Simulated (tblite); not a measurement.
Species: C4H9BGeO2.
Atom-mapped SMILES: `[OH:1][B:2]([OH:3])[C:4]1=[CH:5][CH2:6][GeH2:7][CH2:8]1` (hydrogens: H9 on O1; H10 on O3; H11 on C5; H12, H13 on C6; H14, H15 on Ge7; H16, H17 on C8)

Computed with GFN2-xTB (tblite), gas phase: L-BFGS steps from a force-field or distance-geometry start until the largest atomic force falls under 0.01 eV/Å.

Step 2: E = -665.1802 eV
```
atom  x, y, z in Å  |  force x, y, z in eV/Å
O1      2.7205    1.1883    0.4002   -0.003   0.011  -0.048
B2      2.0909   -0.0182    0.2179   -0.855  -0.025  -0.143
O3      2.8037   -1.1818    0.0515   -0.001  -0.015  -0.093
C4      0.5049   -0.0618    0.1290   -0.347  -0.229   0.249
C5     -0.1891   -1.1987   -0.0754    0.269   0.515   0.090
C6     -1.6870   -1.2003   -0.1529    0.090   0.489  -0.080
Ge7    -2.1852    0.6981    0.1029    0.192  -0.158  -0.022
C8     -0.3006    1.2261    0.2829   -0.007  -0.357  -0.111
H9      2.9264    1.6105   -0.4235    0.265   0.292   0.025
H10     3.0263   -1.3296   -0.8593    0.287  -0.258  -0.029
H11     0.3279   -2.1431   -0.1923   -0.027   0.049   0.036
H12    -2.0223   -1.5466   -1.1276   -0.013  -0.386   0.055
H13    -2.1142   -1.8015    0.6392   -0.022  -0.428  -0.062
H14    -2.8023    1.2705   -1.1540   -0.231   0.057   0.291
H15    -2.9410    0.8985    1.3916   -0.225   0.142  -0.265
H16    -0.0383    1.9348   -0.4996    0.298   0.136   0.150
H17    -0.1276    1.6669    1.2594    0.327   0.164  -0.042
```

Step 3: E = -665.2146 eV
```
atom  x, y, z in Å  |  force x, y, z in eV/Å
O1      2.7172    1.1824    0.3954   -0.007   0.141  -0.024
B2      2.0822   -0.0189    0.2169   -0.704   0.009  -0.177
O3      2.7996   -1.1750    0.0480    0.017  -0.163  -0.070
C4      0.5023   -0.0657    0.1338   -0.125   0.272   0.296
C5     -0.1856   -1.1909   -0.0745   -0.089  -0.143  -0.008
C6     -1.6858   -1.1950   -0.1539    0.033   0.269  -0.011
Ge7    -2.1856    0.6977    0.1034    0.205  -0.129  -0.040
C8     -0.3003    1.2214    0.2815    0.015  -0.145  -0.017
H9      2.9309    1.6153   -0.4208    0.260   0.256   0.034
H10     3.0312   -1.3345   -0.8577    0.291  -0.236  -0.051
H11     0.3270   -2.1412   -0.1914   -0.056   0.121   0.046
H12    -2.0221   -1.5537   -1.1250    0.020  -0.320   0.057
H13    -2.1138   -1.8084    0.6359    0.058  -0.299  -0.134
H14    -2.8062    1.2711   -1.1476   -0.232   0.068   0.253
H15    -2.9444    0.9008    1.3850   -0.236   0.140  -0.212
H16    -0.0326    1.9371   -0.4959    0.268   0.056   0.148
H17    -0.1213    1.6695    1.2570    0.281   0.102  -0.088
```

Q: Estimate the geometry and energy of step 4. (The exact step hangs on the optimiser's Hessian estimate; all steps are aligned on step 3, rigid shifts and turns removed.)

A: E = -665.2763 eV, largest force 0.499 eV/Å
```
atom  x, y, z in Å  |  force x, y, z in eV/Å
O1      2.7082    1.1722    0.3813   -0.153   0.241   0.078
B2      2.0500   -0.0202    0.2109    0.190   0.097  -0.244
O3      2.7894   -1.1625    0.0364   -0.147  -0.301   0.046
C4      0.4972   -0.0635    0.1523   -0.269   0.184   0.137
C5     -0.1843   -1.1836   -0.0740   -0.340  -0.326   0.009
C6     -1.6831   -1.1808   -0.1553   -0.149  -0.417   0.021
Ge7    -2.1831    0.6955    0.1036    0.163   0.011  -0.040
C8     -0.2988    1.2109    0.2793    0.029   0.462   0.187
H9      2.9472    1.6315   -0.4115    0.262   0.176  -0.019
H10     3.0495   -1.3513   -0.8534    0.298  -0.154  -0.122
H11     0.3231   -2.1326   -0.1882    0.003   0.021   0.035
H12    -2.0205   -1.5772   -1.1169    0.082  -0.106   0.073
H13    -2.1101   -1.8295    0.6229    0.183   0.010  -0.212
H14    -2.8205    1.2740   -1.1267   -0.224   0.088   0.134
H15    -2.9575    0.9096    1.3646   -0.240   0.120  -0.089
H16    -0.0132    1.9426   -0.4832    0.174  -0.112   0.097
H17    -0.1004    1.6769    1.2478    0.138   0.006  -0.091
```

The energy changes by -0.0617 eV. The first-order estimate −F·Δx gives -0.1009 eV and the mean of the old and new forces, exact on a quadratic surface, -0.0613 eV. The step makes an angle of 33° with the force vector and moves no atom by more than 0.033 Å.

The cost below is that of the whole relaxation. On one thread, Arm Neoverse V2 (aarch64), no GPU, shared host with 96 logical CPUs at a one-minute load of 61, this took 0.41 s of wall time.
